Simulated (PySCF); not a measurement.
```xyz
19

C     -2.0134     1.1970     0.9628
C     -1.4024     0.3709     0.0949
Si    -2.4553    -0.5004    -1.2043
C      0.0540     0.1111     0.1486
C      0.7825    -0.1561    -1.0212
C      2.1543    -0.3867    -0.9877
C      2.8091    -0.3636     0.2367
F      4.1203    -0.5898     0.2807
C      2.1206    -0.1214     1.4201
C      0.7511     0.1101     1.3683
H     -1.4538     1.7537     1.7234
H     -3.0946     1.3596     0.9395
H     -2.2360    -1.9783    -1.1571
H     -2.1172    -0.0388    -2.5875
H     -3.8910    -0.1901    -0.9365
H      0.2717    -0.1662    -1.9876
H      2.7238    -0.5851    -1.8973
H      2.6641    -0.1307     2.3667
H      0.2032     0.2724     2.2991
```

Charge 0, multiplicity 1.

Q: Give the Mulliken and meta-Löwdin atomic charges from PySCF with PBE0-D3(BJ)/def2-TZVP // PBE0-D3(BJ)/def2-SVP.

A: 
```csv
atom,Mulliken (e),meta-Löwdin (e)
C1,-0.28,-0.24
C2,-0.07,-0.20
Si3,0.14,0.46
C4,0.15,0.00
C5,-0.15,-0.12
C6,-0.22,-0.16
C7,0.30,0.30
F8,-0.19,-0.26
C9,-0.20,-0.16
C10,-0.21,-0.11
H11,0.13,0.12
H12,0.14,0.12
H13,-0.01,-0.09
H14,-0.02,-0.09
H15,-0.03,-0.09
H16,0.13,0.13
H17,0.13,0.14
H18,0.13,0.14
H19,0.13,0.13
```
